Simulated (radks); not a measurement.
The numbers below are computed, except where a source is named.
Charge is removed step by step from the 1s down level of the fluorine ion F7+, starting from 1s(up 1, down 1). Level of theory: scalar-relativistic Kohn-Sham, r2SCAN, spin-polarised, spherical densities, finite nucleus; meta-GGA in the generalised Kohn-Sham scheme; Fermi nuclear charge, rms radius 2.8976 fm (a radial shooting solver on a logarithmic mesh with Libxc functionals).

removed (e),E - E(0) (eV),eigenvalue (eV)
0,0.000,-906.63
0.125,114.18,-920.22
0.25,230.04,-933.47
0.375,347.53,-946.23
0.5,466.57,-958.29
0.625,587.05,-969.30
0.75,708.82,-978.52
0.875,831.54,-984.28

The mean slope of the eigenvalue, de/dn, is 88.7 eV per electron.
